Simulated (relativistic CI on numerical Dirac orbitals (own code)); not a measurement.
## Sr VI: sensitivity of the levels to the model

Base calculation: Dirac-Coulomb-Breit CI, KLI orbitals optimised for each configuration, model QED (radiative potential, 1s self-energy scaled to tabulated hydrogen-like ionisation energies), valence Slater integrals scaled by 0.85, P86 correlation energy added to each configuration.

Configurations in the expansion (outside the closed core [Ar] 3d10): 4s2 4p3, 4s 4p4, 4s2 4p2 4d, 4p5, 4s 4p3 4d, 4s2 4p2 4f, 4s2 4p2 5s, 4s 4p3 4f, 4s2 4p2 5p, 4s2 4p2 5d, 4p4 4d, 4s2 4p2 6s, 4s 4p2 4d2, 4s2 4p 4d2, 4s2 4d3, 4s 4p 4d3, 4s2 4d2 4f, 4s2 4d2 5s, 4s 4p 4d2 4f, 4p3 4d2, 4p2 4d3, 4p2 4d2 4f, 4p2 4d2 5s. Double excitations out of closed p, d and f shells are left out; levels of such configurations are missing from the list, as are those of other unlisted configurations, and high levels can miss mixing partners. These lack a partner that the ground configuration has and come out too high: 4s2 4p2 5p, 4s2 4p2 5d, 4s2 4p2 6s.

Variants: (1) Slater integrals left unscaled; (2) self-excluded LDA correlation estimate; (3) configuration mixing switched off. Shifts of the energy above 4s2 4p3 4S°_3/2, in cm⁻¹, for the lowest level and the first level of each name with at least 55 % of one term (blank where a level changes its place among those of its configuration and J or its character, or is not in the variant):

```tsv
Level	Base	Δ(1)	Δ(2)	Δ(3)	Measured
4s2 4p3 4S°_3/2	0.0	0.0	0.0	0.0	0.0
4s2 4p3 2D°_3/2	19501.5	+3396.3	-7.7	+1527.6	20134.7
4s2 4p3 2D°_5/2	22960.4	+3166.8	-9.2	+1462.8	23527.0
4s2 4p3 2P°_1/2	36742.6	+5196.6	+0.1	+2817.8	38531.1
4s2 4p3 2P°_3/2	41850.0	+4671.7	-1.1	+2815.7	43566.9
4s 4p4 4P_5/2	155173.4	-4093.5	+149.4	+6560.5	153170.8
4s 4p4 4P_3/2	161452.9	-4201.8	+149.1	+6803.4	159597.3
4s 4p4 4P_1/2	164018.7	-4097.8	+149.1	+6921.6	162238.2
4s 4p4 2D_3/2	189838.8	-417.7	+135.4	+19094.7	188319.4
4s 4p4 2D_5/2	191464.4	-464.9	+136.1	+18871.8	189978.4
4s2 4p2 4d 4F_3/2	236923.9		-1.2	-923.1	
4s2 4p2 4d 4F_5/2	239352.8	-802.4	-1.3	-598.4	
4s2 4p2 4d 4F_7/2	243151.5	-929.2	-1.5	-464.8	
4s2 4p2 4d 2F_5/2	246260.5	+181.0	+5.1	-105.1
```

At this charge configurations can still be misplaced by up to about 7 % of their energy. 17 of the 20 excited levels that our extract of the measured tables holds in this range could be paired (the sources list more); they are missed by 6914 cm⁻¹ on average and 13816 at most, and levels without a partner can miss by more.

Measured levels: Sansonetti, J. Phys. Chem. Ref. Data 41, 013102 (2012).

Ionisation energy from the two ground configurations alone: base 88.53 eV; Slater integrals left unscaled 88.87 eV; self-excluded LDA correlation estimate 88.88 eV. The NIST ASD value (theoretical) is 88 eV.

LS names give the leading component of a level, which can be under half, so a name can repeat, a term be missing and a line seem to break the LS rules.
